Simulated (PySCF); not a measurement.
**Ionisation energy of Pt by level of theory**

Pt [Xe] 4f14 5d9 6s1 (3D) → Pt⁺ [Xe] 4f14 5d9 (2D), as a difference of total energies. Computed with PySCF 2.14 in ANO-RCC-VTZP (8s7p5d3f1g, 84 functions), with scalar relativity by spin-free X2C-1e. Correlated levels: valence and next inner shell: [Kr] 4d10 4f14 frozen. The calculations carry no spin-orbit coupling.

Question: Order these methods by the ionisation energy they give, lowest first.
A. SCS-MP2 (valence and next inner shell)
B. UHF
C. MP2 (valence and next inner shell)
D. CCSD (valence and next inner shell)

Answer: B (7.586 eV), D (8.824 eV), A (8.892 eV), C (9.153 eV).

A first-order spin-orbit estimate (lowest level to lowest level, LS coupling) adds -0.018 eV.

Errors of the correlated levels include the incompleteness of this basis and the frozen core.

For comparison: 8.959 eV (measured; NIST Atomic Spectra Database, ionization energies).
